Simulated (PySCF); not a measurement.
Compound: C3H7IOSi.
Atom-mapped SMILES: `[I:1][Si@H:2]1[CH2:3][CH2:4][CH2:5][O:6]1` (hydrogens: H7 on Si2; H8, H9 on C3; H10, H11 on C4; H12, H13 on C5)

Computed, not measured: PBE0-D3(BJ)/def2-SVP geometry optimisation, gas phase, def2 core potentials past Kr in PySCF 2.14.0.

**Question.** What internal coordinates does the optimisation give?

**Answer.** 
| bond | length (bohr) | order |
| --- | --- | --- |
| I1–Si2 | 4.643 | single |
| Si2–C3 | 3.548 | single |
| C3–C4 | 2.903 | single |
| C4–C5 | 2.895 | single |
| C5–O6 | 2.684 | single |
| Si2–O6 | 3.155 | single |
| Si2–H7 | 2.804 | single |
| C3–H8 | 2.075 | single |
| C3–H9 | 2.087 | single |
| C4–H10 | 2.084 | single |
| C4–H11 | 2.082 | single |
| C5–H12 | 2.090 | single |
| C5–H13 | 2.081 | single |

Orders are formal, as drawn. A selection of angles:
| angle | degrees |
| --- | --- |
| I1–Si2–C3 | 111.4 |
| I1–Si2–O6 | 111.4 |
| I1–Si2–H7 | 106.4 |
| C3–Si2–O6 | 96.0 |
| C3–Si2–H7 | 120.1 |
| O6–Si2–H7 | 111.3 |
| Si2–C3–C4 | 99.2 |
| Si2–C3–H8 | 115.5 |
| Si2–C3–H9 | 108.9 |
| C4–C3–H8 | 113.4 |
| C4–C3–H9 | 111.3 |
| H8–C3–H9 | 108.2 |
| C3–C4–C5 | 107.8 |
| C3–C4–H10 | 109.1 |
| C3–C4–H11 | 112.6 |
| C5–C4–H10 | 109.2 |
| C5–C4–H11 | 110.9 |
| H10–C4–H11 | 107.1 |
| C4–C5–O6 | 109.4 |
| C4–C5–H12 | 110.5 |
| C4–C5–H13 | 111.6 |
| O6–C5–H12 | 108.7 |
| O6–C5–H13 | 109.0 |
| H12–C5–H13 | 107.6 |
| Si2–O6–C5 | 112.6 |

Dihedral angles: I1–Si2–C3–C4 90°; Si2–C3–C4–C5 38° (synclinal); C3–C4–C5–O6 -38° (synclinal); C4–C5–O6–Si2 17° (synperiplanar); I1–Si2–O6–C5 -110° (anticlinal).

The 5-membered ring Si2–C3–C4–C5–O6 has internal angles of 96.0° to 112.6° (sum 525°, against 540° for a flat polygon); it is puckered, 0.18 Å rms from its mean plane, widest ring torsion 38°. Si2 (oxygen-bound silicon) has angles from 96.0° to 120.1°.

Point group: C1 (no symmetry element, even within 0.4 Å). Stationary, but not proved a minimum. One conformer, not necessarily the lowest.
